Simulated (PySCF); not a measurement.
Working out the ionisation energy of Br⁺

Br⁺ [Ar] 3d10 4s2 4p4 (3P) → Br²⁺ [Ar] 3d10 4s2 4p3 (4S). Calculation: PySCF 2.14, in def2-TZVPPD; no relativity, point nucleus. Frozen: [Ar] 3d10. Energies in hartree (1 hartree = 27.21139 eV):

```
            part   Br⁺ (lower)  Br²⁺ (upper)
             UHF  -2572.003048  -2571.258832
CCSD correlation     -0.124154     -0.094970
             (T)     -0.003340     -0.002456
```

Task: What does Hartree-Fock give?

Result: (-2571.258832) − (-2572.003048) = 0.744216 hartree = 20.251 eV.

Task: What do CCSD and CCSD(T) give?

Result: The CCSD correlation energies differ by 0.029184 hartree = 0.794 eV and the triples by 0.000884 hartree = 0.024 eV, so CCSD gives 21.045 eV and CCSD(T) 21.069 eV.

Measured between the centres of the two terms (NIST): 21.409 eV, so CCSD(T) (valence) is off by -0.340 eV.

The calculation is non-relativistic.

What remains against the reference includes basis incompleteness, the frozen core and higher excitations.
